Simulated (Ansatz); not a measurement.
Compare A (`CS[Si]O`) with its isomer B (`S[SiH]1CO1`).

Gas-phase electronic energies from Ansatz, PBE0-D4/def2-TZVP geometries. CCSD(T)/CBS is the MP2 limit (def2-TZVPP, def2-QZVPP) plus CCSD(T) − MP2 in def2-TZVPP, frozen cores. This one scheme is used for every species. Functionals use def2-TZVPP. B3LYP here is the variant with VWN-RPA as its local correlation; programs differ in this. Each species was taken in one conformer, which may not be the lowest.

Question: Which is lower in electronic energy at CCSD(T)/CBS, and by how much? (An estimate is asked.)

Answer: Computed: A, by 23.5 kcal/mol.

Question: Give E(B) − E(A) in kcal/mol with B3LYP-D4, B2PLYP, CCSD(T)/def2-TZVPP, PBE0-D4, CCSD/def2-TZVPP, B3LYP, ωB97M-V. (An estimate is asked.)

Answer: The calculation gave: B3LYP-D4 25.1, B2PLYP 23.8, CCSD(T)/def2-TZVPP 23.1, PBE0-D4 22.6, CCSD/def2-TZVPP 23.3, B3LYP 24.7, ωB97M-V 24.6. None reverses the order clearly.

Largest T1 diagnostic: 0.014.

In def2-TZVPP, CCSD(T) changes the Hartree–Fock value by −1.1 kcal/mol (the triples alone add −0.1 kcal/mol) and MP2 by −2.3 kcal/mol.
